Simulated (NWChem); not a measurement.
Ionisation of As (-1)

```
As
```
Charge -1, spin multiplicity 3.

All runs are NWChem calculations.

Basis set: def2-TZVPD. −ε marks an orbital energy of the parent.

The Hamiltonian is non-relativistic. B3LYP has NWChem's definition, with VWN1-RPA local correlation. The stability of the SCF solutions was not checked. Open-shell Hartree-Fock references start from PBE0 orbitals.

For the first vertical ionisation energy, −ε(beta HOMO) of r2SCAN gives -2.73 eV and −ε(beta HOMO) of PBE0 gives -2.00 eV. What do −ε(beta HOMO) of B3LYP, −ε(beta HOMO) of PBE, −ε(beta HOMO) of HF give?

−ε(beta HOMO) of B3LYP: -2.23 eV; −ε(beta HOMO) of PBE: -3.00 eV; −ε(beta HOMO) of HF: 0.08 eV.
